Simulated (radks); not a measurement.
Values are calculated unless marked as measured or tabulated.
Valence configurations of Ir3+ (all share [Xe]). Code: a radial shooting solver on a logarithmic mesh with Libxc functionals. Model: scalar-relativistic Kohn-Sham, PBE, spin-unpolarised, spherical densities, finite nucleus; Fermi nuclear charge, rms radius 5.4032 fm. Energies are relative to 4f14 5d6; eigenvalues in eV.

| valence | E (eV) | e(4f) | e(5d) | e(6p) | e(6s) |
|---|---|---|---|---|---|
| 4f14 5d6 | 0.000 | -93.979 | -36.886 | - | - |
| 4f14 5d5 6s1 | 6.093 | -97.997 | -39.615 | - | -32.900 |
| 4f13 5d7 | 61.813 | -105.16 | -38.684 | - | - |
| 4f12 5d6 6p2 | 172.39 | -128.49 | -49.051 | -26.989 | - |
| 4f13 5d6 6p1 | 78.650 | -110.85 | -42.853 | -24.847 | - |
| 4f13.5 5d6 6p0.5 | 37.490 | -102.31 | -39.836 | -23.761 | - |
| 4f12 5d7 6s1 | 141.93 | -121.03 | -43.427 | - | -33.993 |
| 4f13.5 5d6.5 | 29.733 | -99.523 | -37.789 | - | - |
| 4f13.5 5d6 6s0.5 | 32.943 | -101.55 | -39.176 | - | -32.439 |
| 4f11 5d6 6s2 6p1 | 260.18 | -143.89 | -52.911 | -27.663 | -38.453 |

NIST lists [Xe] 4f14 5d6 as the ground configuration; this level of theory agrees among the configurations tried. The energies are those of spherical spin-averaged densities, not of single terms.
